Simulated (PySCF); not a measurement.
Cobalt: a sound run and one with changed settings

Sound run: Co [Ar] 3d7 4s2, Co⁺ [Ar] 3d8. Calculation: PySCF 2.14, in jorge-DZP-DKH; the spin-free X2C one-electron Hamiltonian (Gaussian nucleus). In the sound run the correlated levels freeze [Ar]. The sound run starts from symmetry-adapted Hartree-Fock orbitals and uses a fine grid where one is needed.

Changed run: basis STO-3G, all-electron and non-relativistic. This setting is unsound on purpose.

```tsv
species	method	sound run (hartree)	changed run (hartree)	converged
Co	UHF	-1391.67063	-1366.07035	yes
Co	BP86	-1393.27053	-1367.20859	yes
Co	TPSS	-1393.06770	-1367.11323	yes
Co	MP2	-1391.83246	-1366.09132	yes
Co⁺	UHF	-1391.37073	-1364.93075	yes
Co⁺	BP86	-1392.97640	-1366.09033	yes
Co⁺	TPSS	-1392.78163	-1365.98810	yes
Co⁺	MP2	-1391.55433	-1364.92939	yes
```

Ionisation energy of Co:

```json
{"method": "UHF", "sound run (eV)": "8.161", "changed run (eV)": "31.010"}
{"method": "BP86", "sound run (eV)": "8.004", "changed run (eV)": "30.429"}
{"method": "TPSS", "sound run (eV)": "7.784", "changed run (eV)": "30.616"}
{"method": "MP2", "sound run (eV)": "7.568", "changed run (eV)": "31.618"}
{"method": "SCS-MP2", "sound run (eV)": "7.640", "changed run (eV)": "31.726"}
```

A minimal basis cannot let orbitals breathe on ionisation and holds almost no correlation. The Hamiltonian changed with the basis, so the totals do not compare. A negative ionisation energy or a positive MP2 energy shows that the occupation asked for is not the lowest one in this basis.

For comparison, NIST gives 7.881 eV between the lowest levels.
